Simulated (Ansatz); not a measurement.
Stepwise reaction of `[SH][In]([Br])[Br]` with water, as a gas-phase model of exchange steps in deposition or etching. ΔE in kJ/mol.

Program: Ansatz. Geometries: PBE0-D4/def2-TZVP. ΔE: electronic, gas phase. CCSD(T)/CBS adds triple-zeta CCSD(T) − MP2 to the extrapolated MP2 energy (def2 sets, frozen cores). This one scheme is used for every species. DFT in def2-TZVPP. B3LYP here is the variant with VWN-RPA as its local correlation; programs differ in this. def2 core potentials past Kr. For Br, In outer-core shells are correlated without core-valence functions, which leaves a few kJ/mol of doubt a bond. Scalar relativity is left out up to krypton. Each species was taken in one conformer, which may not be the lowest.

| step | reaction | PBE-D4 | B3LYP-D4 | ωB97M-V | CCSD(T)/CBS |
| --- | --- | --- | --- | --- | --- |
| 1 | `[SH][In]([Br])[Br]` + H₂O → `[OH][In]([SH])[Br]` + HBr | 99.9 | 104.4 | 104.5 | 106.3 |

Question: Give the row of step 2, `[OH][In]([SH])[Br]` + H₂O → `[OH][In]([OH])[SH]` + HBr. (Best estimate.)

Answer: Ansatz gave: 
```json
{"step": "2", "reaction": "`[OH][In]([SH])[Br]` + H₂O → `[OH][In]([OH])[SH]` + HBr", "PBE-D4": "106.5", "B3LYP-D4": "110.1", "ωB97M-V": "110.7", "CCSD(T)/CBS": "111.5"}
```

Question: By hand: ΔE of the 2 steps together at CCSD(T)/CBS.

Answer: (106.3) + (111.5) = 217.8 kJ/mol, or 108.9 kJ/mol a step.

In ΔE each step is higher than the one before. All are uphill at CCSD(T)/CBS. PBE-D4 differs from CCSD(T)/CBS by -6.4 to -5.0 kJ/mol a step. Isolated molecules leave out the surface, adducts and barriers. Largest T1 diagnostic: 0.016.
